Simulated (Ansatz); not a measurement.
A nudged elastic band was laid between two geometries of BClF2 + FH (6 atoms, charge 0, multiplicity 1).

All numbers below come from RKS PBE0-D4/def2-SVP in Ansatz 0.2.0.

```json
{
  "movable images": "7",
  "climbing image": "yes",
  "spring": "5.0 eV/Å²",
  "optimiser": "quadratic models (default)",
  "start path": "through a guess of the saddle point",
  "force threshold": "0.03 eV/Å",
  "iteration limit": "56",
  "end points": "relaxed"
}
```

Initial state:

```xyz
6
Properties=species:S:1:pos:R:3
B -0.001 0.199 0.119
Cl -0.010 0.614 1.844
F 1.135 0.207 -0.534
F -1.138 0.137 -0.529
F 0.068 -1.991 0.564
H 0.067 -1.894 1.487
```

Final state:

```xyz
6
Properties=species:S:1:pos:R:3
B 0.014 -0.360 -0.464
Cl 0.008 0.021 2.468
F 1.132 0.293 -0.663
F -1.141 0.227 -0.661
F 0.051 -1.644 -0.170
H 0.056 -1.266 2.442
```

(1) What changes between the two ends?

(2) What energy profile does the band end with?

(3) What is the geometry of the highest image?

(4) What are the harmonic wavenumbers there?

## Answers

(1) Bonds broken: B1–Cl2, F5–H6. Bonds formed: B1–F5, Cl2–H6. BClF2 + FH becomes BF3 + ClH.

(2) It converged. The highest image is number 3 of 0 to 8, 40.6 kJ/mol above the first end and 101.3 kJ/mol above the last; the last end lies 60.7 kJ/mol below the first. A vibrational analysis at the climbing image gives one clearly imaginary mode, 858i cm⁻¹: a first-order saddle point. The orbitals stay closed-shell, which can raise the energy where a bond breaks towards radicals; this wasn't checked here.

| image | path coordinate (Å) | energy (kJ/mol) | B1–Cl2 (Å) | F5–H6 (Å) | B1–F5 (Å) |
| --- | --- | --- | --- | --- | --- |
| 0 | 0.00 | 0.0 | 1.77 | 0.93 | 2.24 |
| 1 | 0.32 | 3.6 | 1.80 | 0.94 | 2.01 |
| 2 | 0.64 | 19.1 | 1.87 | 0.98 | 1.75 |
| 3 | 0.96 | 40.6 | 2.02 | 1.15 | 1.54 |
| 4 | 1.25 | 8.3 | 2.20 | 1.45 | 1.41 |
| 5 | 1.54 | -34.1 | 2.47 | 1.74 | 1.35 |
| 6 | 1.83 | -53.6 | 2.73 | 2.02 | 1.33 |
| 7 | 2.13 | -59.6 | 2.89 | 2.31 | 1.32 |
| 8 | 2.42 | -60.7 | 2.96 | 2.64 | 1.32 |

(3) 
```xyz
6
Properties=species:S:1:pos:R:3
B 0.012 -0.209 0.044
Cl 0.003 0.207 2.016
F 1.147 0.158 -0.517
F -1.147 0.088 -0.512
F 0.058 -1.701 0.424
H 0.047 -1.272 1.496
```

(4) 858i, 235, 316, 382, 417, 523, 624, 781, 1076, 1151, 1477, 1695 cm⁻¹.

The run took 4.8 min on 1 thread of Intel(R) Xeon(R) Platinum 8259CL CPU @ 2.50GHz (Skylake/Cascade Lake), with other jobs on the host, peak memory 0.18 GiB.
